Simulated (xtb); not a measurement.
xtb input (GFN2-xTB):

```bash
xtb mol.xyz --gfn 2 --ohess tight --chrg 1 --uhf 0
```
mol.xyz:
```
2

Sn    -0.45100031    -0.52550616    -0.72672015
F      0.48353915     0.54218017     0.77078275
```

Output:

```
           -------------------------------------------------
          |                Calculation Setup                |
           -------------------------------------------------

           -------------------------------------------------
          |                 G F N 2 - x T B                 |
           -------------------------------------------------

        Reference                      10.1021/acs.jctc.8b01176
      * Hamiltonian:
        H0-scaling (s, p, d)           1.850000    2.230000    2.230000
        zeta-weighting                 0.500000
      * Dispersion:
        s8                             2.700000
        a1                             0.520000
        a2                             5.000000
        s9                             5.000000
      * Repulsion:
        kExp                           1.500000    1.000000
        rExp                           1.000000
      * Coulomb:
        alpha                          2.000000
        third order                    shell-resolved
        anisotropic                    true
        a3                             3.000000
        a5                             4.000000
        cn-shift                       1.200000
        cn-exp                         4.000000
        max-rad                        5.000000

          ...................................................
          :                      SETUP                      :
          :.................................................:
          :  # basis functions                  14          :
          :  # atomic orbitals                  13          :
          :  # shells                            5          :
          :  # electrons                        10          :
          :  max. iterations                   250          :
          :  Hamiltonian                  GFN2-xTB          :
          :  restarted?                      false          :
          :  GBSA solvation                  false          :
          :  PC potential                    false          :
          :  electronic temp.          300.0000000     K    :
          :  accuracy                    1.0000000          :
          :  -> integral cutoff          0.2500000E+02      :
          :  -> integral neglect         0.1000000E-07      :
          :  -> SCF convergence          0.1000000E-05 Eh   :
          :  -> wf. convergence          0.1000000E-03 e    :
          :  Broyden damping             0.4000000          :
          :  net charge                          1          :
          :  unpaired electrons                  0          :
          ...................................................

 iter      E             dE          RMSdq      gap      omega  full diag
   1      2.3341728  0.233417E+01  0.175E+02    0.38       0.0  T
   2     -5.7541554 -0.808833E+01  0.849E+01    9.33       1.0  T
   3     -5.9064342 -0.152279E+00  0.536E+01   13.56       1.0  T
   4     -6.4126829 -0.506249E+00  0.253E+01    4.56       1.0  T
   5     24.5422202  0.309549E+02  0.104E+02    0.42       1.0  T
   6     23.8027847 -0.739435E+00  0.943E+01    0.04       1.0  T
[...]
largest (>0.10) Wiberg bond orders for each atom

 ---------------------------------------------------------------------------
     #   Z sym  total        # sym  WBO       # sym  WBO       # sym  WBO
 ---------------------------------------------------------------------------
     1  50 Sn   1.729 --     2 F    1.729
     2   9 F    1.729 --     1 Sn   1.729
 ---------------------------------------------------------------------------

Topologies differ in total number of bonds
Writing topology from bond orders to xtbtopo.mol

molecular dipole:
                 x           y           z       tot (Debye)
 q only:       -0.858      -0.999      -1.382
   full:       -1.478      -1.708      -2.376       8.334
molecular quadrupole (traceless):
                xx          xy          yy          xz          yz          zz
 q only:       -0.699       1.250      -0.314       1.728       2.015       1.014
  q+dip:       -1.708       3.075      -0.799       4.270       4.947       2.507
   full:       -0.348       0.587      -0.104       0.780       0.961       0.453
Molecule has the following symmetry elements: (Cinf) (sigma)
It seems to be the Cinfv point group

           -------------------------------------------------
          |                Geometry Summary                 |
           -------------------------------------------------

      molecular mass/u    :      137.7085158
   center of mass at/Å    :       -0.3196702      -0.3754599      -0.5162694
  moments of inertia/u·Å² :        0.2235437E-14   0.6871242E+02   0.6871242E+02
rotational constants/cm⁻¹ :        0.7541091E+16   0.2453360E+00   0.2453360E+00

           -------------------------------------------------
          |               Frequency Printout                |
           -------------------------------------------------
 vibrational frequencies (cm⁻¹)
eigval :        0.00     0.00     0.00     0.00     0.00   426.20
 reduced masses (amu)
   1:104.95   2:104.95   3:104.95   4: 32.75   5: 32.75   6: 32.75
 IR intensities (km·mol⁻¹)
   1:  7.08   2:  7.08   3:  7.08   4: 14.80   5: 14.80   6: 35.86
 Raman intensities (Ä⁴*amu⁻¹)
   1:  0.00   2:  0.00   3:  0.00   4:  0.00   5:  0.00   6:  0.00
 output can be read by thermo (or use thermo option).
 writing <g98.out> molden fake output.
 recommended (thermochemical) frequency scaling factor: 1.0
           -------------------------------------------------
          |             Thermodynamic Functions             |
           -------------------------------------------------

cin symmetry found (for desy threshold:  0.10E+00) used in thermo

          ...................................................
          :                      SETUP                      :
          :.................................................:
          :  # frequencies                           1      :
          :  # imaginary freq.                       0      :
          :  linear?                              true      :
          :  only rotor calc.                    false      :
          :  symmetry                              cin      :
          :  rotational number                       1      :
          :  scaling factor                  1.0000000      :
          :  rotor cutoff                   50.0000000 cm⁻¹ :
          :  imag. cutoff                  -20.0000000 cm⁻¹ :
          :.................................................:

    mode    ω/cm⁻¹     T·S(HO)/kcal·mol⁻¹    T·S(FR)/kcal·mol⁻¹   T·S(vib)
   ------------------------------------------------------------------------
   ------------------------------------------------------------------------

   temp. (K)  partition function   enthalpy   heat capacity  entropy
                                   cal/mol     cal/K/mol   cal/K/mol   J/K/mol
 298.15  VIB   1.15                  178.673      1.413      0.871
         ROT   845.                  592.502      1.987     15.379
         INT   968.                  771.175      3.400     16.251
         TR   0.156E+28             1481.254      4.968     40.653
         TOT                        2252.4287     8.3686    56.9038   238.0857

       T/K    H(0)-H(T)+PV         H(T)/Eh          T*S/Eh         G(T)/Eh
   ------------------------------------------------------------------------
    298.15    0.358947E-02    0.456044E-02    0.270369E-01   -0.224764E-01
   ------------------------------------------------------------------------

         :::::::::::::::::::::::::::::::::::::::::::::::::::::
         ::                  THERMODYNAMIC                  ::
         :::::::::::::::::::::::::::::::::::::::::::::::::::::
         :: total free energy          -6.436087336083 Eh   ::
         ::.................................................::
         :: total energy               -6.413610922973 Eh   ::
         :: zero point energy           0.000970966205 Eh   ::
         :: G(RRHO) w/o ZPVE           -0.023447379314 Eh   ::
         :: G(RRHO) contrib.           -0.022476413109 Eh   ::
         :::::::::::::::::::::::::::::::::::::::::::::::::::::

optimized geometry written to: xtbopt.xyz

           -------------------------------------------------
          | TOTAL ENERGY               -6.413610922973 Eh   |
Note: The following floating-point exceptions are signalling: IEEE_UNDERFLOW_FLAG IEEE_DENORMAL
normal termination of xtb
          | TOTAL ENTHALPY             -6.409050483107 Eh   |
          | TOTAL FREE ENERGY          -6.436087336083 Eh   |
          | GRADIENT NORM               0.000002984156 Eh/α |
          | HOMO-LUMO GAP               4.901866317658 eV   |
           -------------------------------------------------

------------------------------------------------------------------------
------------------------------------------------------------------------
 total:
 SCF:
 ANC optimizer:
 analytical hessian:
```
